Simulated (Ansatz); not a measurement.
Species: InCl (charge 0, singlet). SMILES: [Cl][In]
Geometry: optimised at B3LYP-D3(BJ)/def2-TZVP (Ansatz, a program for electronic structure).

Wanted: atomisation energy, in kcal/mol. Terms: UHF or UKS for open shells; LANL2DZ with its own core potentials from Na on; six Cartesian d functions in 6-31G* and its kin unless marked 5d; def2 sets with scalar-relativistic core potentials past Kr; atomisation electronic, to ground-state atoms; spin-orbit terms left out. First-principles rows: single points at B3LYP-D3(BJ) geometries (Ansatz).

```json
[
 {"species": "[Cl][In]", "coefficient": "-1", "E at B3LYP/6-31G* with LANL2DZ past Ar (Ansatz), Eh": "-462.14734", "E at wB97M-V/def2-TZVPD (Ansatz), Eh": "-650.35736"},
 {"species": "Cl atom", "coefficient": "+1", "E at B3LYP/6-31G* with LANL2DZ past Ar (Ansatz), Eh": "-460.13624", "E at wB97M-V/def2-TZVPD (Ansatz), Eh": "-460.12609"},
 {"species": "In atom", "coefficient": "+1", "E at B3LYP/6-31G* with LANL2DZ past Ar (Ansatz), Eh": "-1.84819", "E at wB97M-V/def2-TZVPD (Ansatz), Eh": "-190.06094"}
]
```

 1 Eh = 627.5095 kcal/mol.

### Question
Compute it at each level from the table.

### Answer

- B3LYP/6-31G* with LANL2DZ past Ar: the sum of coefficient times E is 0.16291 Eh, or 102.23 kcal/mol. Result: 102.2 kcal/mol.
- wB97M-V/def2-TZVPD: the sum of coefficient times E is 0.17033 Eh, or 106.88 kcal/mol. Result: 106.9 kcal/mol.
